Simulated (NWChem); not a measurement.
System: SiH$_{2}$Cl$_{2}$; SMILES Cl[SiH2]Cl

Input file for NWChem:

```
start job
memory heap 200 mb stack 900 mb global 1100 mb
geometry units angstroms noautosym nocenter noautoz
  Si     0.000000     0.000000    -0.757262
  Cl    -1.683953     0.000000     0.422027
  Cl     1.683953     0.000000     0.422027
  H      0.000000     1.233028    -1.581913
  H      0.000000    -1.233028    -1.581913
end
basis spherical
  * library sto-3g
end
dft
  xc pbe0
  iterations 150
end
cosmo
  do_cosmo_smd true
  solvent water
end
task dft energy
```

All runs use the structure optimised with PBE0/def2-SVP. Solvent: water.

Solvent water, SMD (1 M gas to 1 M solution), gas-phase geometry. Reactions with the solvent are ignored.

Question: What results follow from this input? (PBE0/STO-3G, SMD on the gas-phase geometry.) Quantities: basis functions; solvation free energy (kcal/mol); cavity-dispersion-structure term (kcal/mol); dipole in solution (D).

Answer: 
```json
{
 "number_of_basis_functions": "29",
 "solvation free energy (kcal/mol)": "-1.7",
 "cavity-dispersion-structure term (kcal/mol)": "1.8",
 "dipole in solution (D)": "3.05"
}
```
